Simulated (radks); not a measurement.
Task: The table gives one normalised radial function P(r) = r R(r) of Kr4+ in [Ar] 3d10 4s2 4p2 (r in bohr). Calculated with a radial shooting solver on a logarithmic mesh with Libxc functionals: scalar-relativistic Kohn-Sham, SOGGA, spin-polarised, spherical densities, finite nucleus; open shells are filled with parallel spins first; Fermi nuclear charge, rms radius 4.1884 fm.

r	P
0.003585	0.0000
0.004705	0.0001
0.006127	0.0002
0.008042	0.0004
0.01056	0.0009
0.01385	0.0019
0.01804	0.0040
0.02368	0.0084
0.03108	0.0174
0.04047	0.0344
0.05312	0.0673
0.06973	0.1269
0.09153	0.2281
0.1192	0.3809
0.1564	0.6017
0.2053	0.8707
0.2674	1.1290
0.3509	1.3103
0.4606	1.3241
0.6046	1.1466
0.7873	0.8459
1.033	0.5085
1.356	0.2409
1.766	0.0865
2.318	0.0199
3.043	0.0027
3.994	0.0002
5.201	0.0000
6.827	0.0000

Which n and l does it have? It may be an empty orbital.

Result: n = 3, l = 2: the number of nodes gives n - l - 1 = 0, the rise at small r (about r^(l+1)) gives l, and the extent must fit the shell. The curve is that of 3d up; the table hardly tells the two spins apart. 3d up: eigenvalue -137.83 eV, 0 radial nodes, <r> = 0.553 bohr, 90 % of the charge inside 0.905 bohr.
